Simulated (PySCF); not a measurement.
**Effect of structural changes**

Computed with TDDFT PBE0/def2-SVPD circular dichroism and optical rotation, one conformer, gas phase in PySCF 2.14.0. Geometry: GFN2-xTB.

Each molecule in one low-energy conformer. The parent is N#CC[C@@H]1C[C@H]1[SiH2]P.

The molecule is flexible and this is one conformer; a measurement averages over conformers.

(1) How does the specific rotation at 589.3 nm (origin-invariant length gauge) change along this series?
- N#CC[C@@H]1C[C@H]1[SiH2]P (base)
- N#CC[C@@H]1C[C@@H]1[SiH2]P (diastereomer)

## Answers

(1) 
| molecule | [α]589 (deg dm⁻¹ (g/mL)⁻¹) | S1 (eV) | R(S1), velocity form (10⁻⁴⁰ esu² cm²) |
| --- | --- | --- | --- |
| N#CC[C@@H]1C[C@H]1[SiH2]P | -120.5 | 6.50 | -51.6 |
| N#CC[C@@H]1C[C@@H]1[SiH2]P | -361.2 | 6.45 | +18.5 |

The specific rotation at 589.3 nm (origin-invariant length gauge) is lowest for N#CC[C@@H]1C[C@@H]1[SiH2]P and highest for N#CC[C@@H]1C[C@H]1[SiH2]P.
